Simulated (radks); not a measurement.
Results of a calculation; reference values are marked as such.
All-electron atom: Kr18+ in [Ar] (the NIST ground configuration). Level of theory: scalar-relativistic Kohn-Sham, BLYP, spin-polarised, spherical densities, finite nucleus; Fermi nuclear charge, rms radius 4.1884 fm (a radial shooting solver on a logarithmic mesh with Libxc functionals).

X-ray form factor f0, the Fourier transform of the density (f0(0) = 18):

sin(theta)/lambda (1/angstrom),f0 (electrons)
0.05,17.958
0.1,17.834
0.15,17.630
0.2,17.350
0.25,17.002
0.3,16.591
0.4,15.621
0.5,14.512
0.6,13.342
0.8,11.080
1,9.203
1.25,7.552
1.5,6.516
2,5.249
